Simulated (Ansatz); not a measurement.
`NC[SiH2][AlH2]`, relaxed with RKS PBE-D4/def2-SVP in Ansatz from a rough embedded geometry. The force threshold is 0.03 eV/Å; the program also tests the step.

Charge 0, multiplicity 1.

Start:

```xyz
12

N     0.913    1.531    1.257
C     0.561    0.211    0.865
Si   -0.252    0.312   -0.788
Al   -0.970   -1.861   -1.510
H     1.496    1.414    2.196
H     0.079    2.076    1.576
H     1.432   -0.430    0.761
H    -0.178   -0.259    1.612
H     0.628    0.955   -1.779
H    -1.492    1.178   -0.697
H    -0.300   -2.419   -2.873
H    -1.915   -2.708   -0.619
```

**Question.** By how much does the energy fall, and how many steps does the optimiser take? (An estimate is asked.)

**Answer.** The calculation gave: 41.34 kJ/mol, in 18 steps, 1 of them rejected.

**Question.** Which bonds change most? (Best estimate.)

**Answer.** Computed: N1–H5 from 1.112 to 1.029 Å; C2–Si3 from 1.845 to 1.917 Å; Si3–Al4 from 2.400 to 2.460 Å; Al4–H12 from 1.551 to 1.610 Å.

**Question.** Give the relaxed structure. (Estimate.)

**Answer.** Ansatz gave: 
```xyz
12

N     0.921    1.582    1.402
C     0.499    0.249    0.982
Si   -0.129    0.258   -0.829
Al   -0.958   -1.928   -1.595
H     1.270    1.566    2.370
H     0.118    2.225    1.400
H     1.375   -0.438    1.007
H    -0.285   -0.250    1.614
H     0.946    0.793   -1.746
H    -1.271    1.256   -0.907
H    -1.360   -2.158   -3.133
H    -1.126   -3.155   -0.566
```
